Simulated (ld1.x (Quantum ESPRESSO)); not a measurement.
# Before and after: ultrasoft potential for N

nitrogen (N), ultrasoft, made with ld1.x (Quantum ESPRESSO) 7.5 (PBE, non-relativistic). Core [He], reference 2s2 2p2.5 (charge +0.5). Waves: 2s (bound): rcut 0.95, rcutus 1.10 bohr; 2s channel at -1.3 Ry: rcut 0.95, rcutus 1.10 bohr; 2p (bound): rcut 1.65, rcutus 2.10 bohr; 2p channel at 0.05 Ry: rcut 1.65, rcutus 2.10 bohr; 3d channel at 0.4 Ry: rcut 1.70, rcutus 2.00 bohr. Local part: all-electron potential smoothed inside 1.50 bohr (lloc = -1). Core correction: a·sin(br)/r model core inside 0.60 bohr. Augmentation charge: PSQ, inside the norm-conserving radii.

Change: waves 2s (bound): rcut 0.95, rcutus 1.42 bohr; 2s channel at -1.3 Ry: rcut 0.95, rcutus 1.42 bohr.

Cutoffs: the cutoffs (Ry, on a coarse ladder) from which the occupation-weighted sum of valence levels, in a spherical-Bessel basis at the reference potential, stays within 10 and 1 mRy of its value at 400 Ry; they do not see the model core or the augmentation charge, which bear on the density cutoff. Errors are all-electron minus pseudo energies relative to the spin-unpolarised reference configuration.

Problem. What does the change do?

Solution. The potential gets harder (15 Ry and 25 Ry → 18 Ry and 25 Ry); of the 7 tests that both files solve, the error grows in 1 and shrinks in 1 by more than 15 % and 0.3 meV (median size 11.7 → 11.7 meV); neither file shows a bound ghost.

| quantity | base | changed |
| --- | --- | --- |
| cutoff, loose | 15 Ry | 18 Ry |
| cutoff, tight | 25 Ry | 25 Ry |
| loose cutoff by channel (10 mRy a level) | s 10 Ry, p 12 Ry | s 15 Ry, p 12 Ry |
| bound ghosts | none | none |
| error for 2s2 2p3, meV [ΔE -5.10 eV] | +5.5 | +5.5 |
| error for 2s2 2p2, meV [ΔE 8.50 eV] | +7.6 | +7.6 |
| error for 2s2 2p1, meV [ΔE 37.36 eV] | +73 | +75 |
| error for 2s2 2p3.3, meV [ΔE -6.72 eV] | +12 | +12 |
| error for 2s2 2p0, meV [ΔE 84.44 eV] | +206 | +223 |
| error for 2s0 2p5, meV [ΔE 17.88 eV] | +20 | +15 |
| error for 2s1 2p3, meV [ΔE 20.25 eV] | +0.9 | +1.3 |
| s: phases at 2.31 bohr within 0.05 rad from the reference energy up to (Ry; the scan ends near 5) | to the end of the scan | to the end of the scan |
| p: phases at 2.31 bohr within 0.05 rad from the reference energy up to (Ry; the scan ends near 5) | 1.6 | 1.6 |
| d: phases at 2.31 bohr within 0.05 rad from the reference energy up to (Ry; the scan ends near 5) | to the end of the scan | to the end of the scan |
| lowest overlap eigenvalue by channel | s 0.52, p 0.37, d 0.99 | s 0.62, p 0.37, d 0.99 |
